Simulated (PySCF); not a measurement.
SiBrF₃, SMILES F[Si](F)(Br)F.

The structure is a stationary point at r2SCAN-D4/def2-SVP.

The numbers are results of PBE/def2-TZVP in PySCF, not measurements.

Symmetry labels are those of the subgroup Cs that the program uses (full group C3v).

Computed valence orbital energies around the gap with their symmetry:
```csv
orbital,symmetry,energy (eV)
HOMO−7,A",-11.42
HOMO−6,A',-11.42
HOMO−5,A",-10.87
HOMO−4,A',-10.87
HOMO−3,A",-10.38
HOMO−2,A',-10.15
HOMO−1,A',-8.29
HOMO,A",-8.29
LUMO,A',-1.36
LUMO+1,A",0.28
LUMO+2,A',0.28
LUMO+3,A',1.15
```
